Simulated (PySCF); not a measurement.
# Be(2+) (beryllium, charge +2) across methods

1s2, closed-shell 1S. Calculation: PySCF 2.14, in def2-TZVPPD (5s4p1d, 22 functions); the non-relativistic Hamiltonian (point nucleus).

```
 method  E (hartree)  mean ε 1s (eV)  Σ⟨r²⟩ (bohr²)   ⟨S²⟩
LC-wPBE     -13.6272         -138.18         0.4723  0.000
 revPBE     -13.6520         -132.31         0.4706  0.000
 PBEsol     -13.5328         -131.26         0.4744  0.000
    UHF    -13.61108         -154.21         0.4639  0.000
 r2SCAN     -13.6571         -134.46         0.4670  0.000
    PBE     -13.6186         -132.14         0.4717  0.000
   BLYP     -13.6490         -132.55         0.4719  0.000
    LDA     -13.4439         -130.68         0.4786  0.000
   PBE0     -13.6281         -137.86         0.4692  0.000
```
